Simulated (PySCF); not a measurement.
Isomers of C3H8Cl2OSi2, mass 185.949 u with the commonest isotopes. Computed with PBE0/def2-SVPD in PySCF (dipole) on a GFN2-xTB geometry, gas phase. One conformer each, none proved a minimum here; rigid rotors.

Question: Order these by out-of-plane moment Σ m c² = (Ia + Ib − Ic)/2, largest first.
A. `[CH2:1]=[CH:2][O:3][SiH2:4][Si@H:5]([Cl:6])[CH2:7][Cl:8]` with C1–C2–O3–Si4 170°, C2–O3–Si4–Si5 176°, O3–Si4–Si5–Cl6 -73°, Si4–Si5–C7–Cl8 -58°
B. `[CH3:1][O:2][SiH2:3]/[CH:4]=[C:5](\[Cl:6])[SiH2:7][Cl:8]` with C1–O2–Si3–C4 180°, O2–Si3–C4–C5 178°, C4–C5–Si7–Cl8 108°
C. `[CH2:1]=[CH:2][O:3][Si@@H:4]([Cl:5])[SiH2:6][CH2:7][Cl:8]` with C1–C2–O3–Si4 -179°, C2–O3–Si4–Cl5 60°, O3–Si4–Si6–C7 62°, Si4–Si6–C7–Cl8 57°
D. `[CH2:1]=[CH:2][O:3][Si@H:4]([Cl:5])[CH2:6][SiH2:7][Cl:8]` with C1–C2–O3–Si4 -165°, C2–O3–Si4–Cl5 -37°, O3–Si4–C6–Si7 -31°, Si4–C6–Si7–Cl8 -171°

Answer: C (92.63 u·Å²), B (59.86 u·Å²), A (42.30 u·Å²), D (25.29 u·Å²).

Question: Order these by rotational constant A, largest first.
A. `[CH2:1]=[CH:2][O:3][Si@H:4]([Cl:5])[CH2:6][SiH2:7][Cl:8]` with C1–C2–O3–Si4 -165°, C2–O3–Si4–Cl5 -37°, O3–Si4–C6–Si7 -31°, Si4–C6–Si7–Cl8 -171°
B. `[CH2:1]=[CH:2][O:3][Si@@H:4]([Cl:5])[SiH2:6][CH2:7][Cl:8]` with C1–C2–O3–Si4 -179°, C2–O3–Si4–Cl5 60°, O3–Si4–Si6–C7 62°, Si4–Si6–C7–Cl8 57°
C. `[CH3:1][O:2][SiH2:3]/[CH:4]=[C:5](\[Cl:6])[SiH2:7][Cl:8]` with C1–O2–Si3–C4 180°, O2–Si3–C4–C5 178°, C4–C5–Si7–Cl8 108°
D. `[CH2:1]=[CH:2][O:3][SiH2:4][Si@H:5]([Cl:6])[CH2:7][Cl:8]` with C1–C2–O3–Si4 170°, C2–O3–Si4–Si5 176°, O3–Si4–Si5–Cl6 -73°, Si4–Si5–C7–Cl8 -58°

Answer: C (2074 MHz), A (1401 MHz), D (1244 MHz), B (1143 MHz).

Question: Order these by dipole moment, smallest first.
A. `[CH2:1]=[CH:2][O:3][Si@H:4]([Cl:5])[CH2:6][SiH2:7][Cl:8]` with C1–C2–O3–Si4 -165°, C2–O3–Si4–Cl5 -37°, O3–Si4–C6–Si7 -31°, Si4–C6–Si7–Cl8 -171°
B. `[CH2:1]=[CH:2][O:3][SiH2:4][Si@H:5]([Cl:6])[CH2:7][Cl:8]` with C1–C2–O3–Si4 170°, C2–O3–Si4–Si5 176°, O3–Si4–Si5–Cl6 -73°, Si4–Si5–C7–Cl8 -58°
C. `[CH3:1][O:2][SiH2:3]/[CH:4]=[C:5](\[Cl:6])[SiH2:7][Cl:8]` with C1–O2–Si3–C4 180°, O2–Si3–C4–C5 178°, C4–C5–Si7–Cl8 108°

Answer: B (0.92 D), A (1.24 D), C (2.12 D).

| SMILES | point group | Ia (u·Å²) | Ib (u·Å²) | Ic (u·Å²) | κ | μa (D) | μb (D) | μc (D) |
| --- | --- | --- | --- | --- | --- | --- | --- | --- |
| CO[SiH2]/C=C(\Cl)[SiH2]Cl | C1 | 243.63 | 1274.62 | 1398.54 | -0.96 | 1.77 | 0.71 | 0.92 |
| C=CO[Si@H](Cl)C[SiH2]Cl | C1 | 360.81 | 1036.27 | 1346.51 | -0.78 | 1.13 | 0.10 | 0.49 |
| C=CO[Si@@H](Cl)[SiH2]CCl | C1 | 442.22 | 850.09 | 1107.05 | -0.60 | 0.22 | 0.79 | 1.03 |
| C=CO[SiH2][Si@H](Cl)CCl | C1 | 406.40 | 952.95 | 1274.76 | -0.68 | 0.32 | 0.20 | 0.84 |
